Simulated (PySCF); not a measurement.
Geometry:
| atom | x (Å) | y (Å) | z (Å) |
| --- | --- | --- | --- |
| C1 | 0.276 | -1.126 | 0.386 |
| C2 | -1.105 | -0.523 | 0.041 |
| Si3 | -0.889 | 1.361 | 0.029 |
| O4 | 0.734 | 1.468 | -0.394 |
| Si5 | 1.577 | 0.014 | -0.395 |
| H6 | 0.366 | -2.177 | 0.067 |
| H7 | 0.434 | -1.116 | 1.479 |
| H8 | -1.410 | -0.829 | -0.976 |
| H9 | -1.897 | -0.872 | 0.722 |
| H10 | -1.111 | 1.982 | 1.371 |
| H11 | -1.741 | 2.059 | -0.976 |
| H12 | 2.830 | 0.134 | 0.405 |
| H13 | 1.928 | -0.376 | -1.794 |

Geometry: PBE0-D3(BJ)/def2-SVP; GIAO shifts from PySCF, gas phase, non-relativistic, averaged over equivalent atoms.

At PBE0/cc-pVDZ (118 basis functions, 11 s wall time on 1 thread of an Arm Neoverse V1, shared host):
```json
{"atoms": "C1/C2", "δ (ppm)": "9.9"}
{"atoms": "Si3/Si5", "δ (ppm)": "1.9"}
{"atoms": "O4", "δ (ppm)": "33.0"}
{"atoms": "H10/H11/H12/H13", "δ (ppm)": "5.04"}
{"atoms": "H6/H7/H8/H9", "δ (ppm)": "0.98"}
```

Referencing at the same level of theory: TMS for 13C (σref 196.75), 29Si (σref 418.61), 1H (σref 31.29); 17O (σref 343.34) against H2O.

Task: What do these become at PBE0/6-311+G(2d,p)?

Result: 
```tsv
atoms	δ at PBE0/6-311+G(2d,p)	change
C1/C2	8.6	-1.3
Si3/Si5	-0.2	-2.1
O4	36.9	+3.9
H10/H11/H12/H13	5.29	+0.25
H6/H7/H8/H9	1.09	+0.11
```

Shifts are taken against calculated references (same method and geometry level): 13C (186.44 ppm), 29Si (344.43 ppm), 1H (31.51 ppm) against TMS; 17O (326.57 ppm) against H2O.

The largest change is at O4 (oxygen bonded to 2 Si, in a 5-membered ring). Cost: 199 basis functions, 26 s wall time on 1 thread of an Arm Neoverse V1, shared host.

Experimental scales use liquid or dissolved standards, which lie at an offset from isolated H2O (liquid H2O: subtract about 36 ppm).
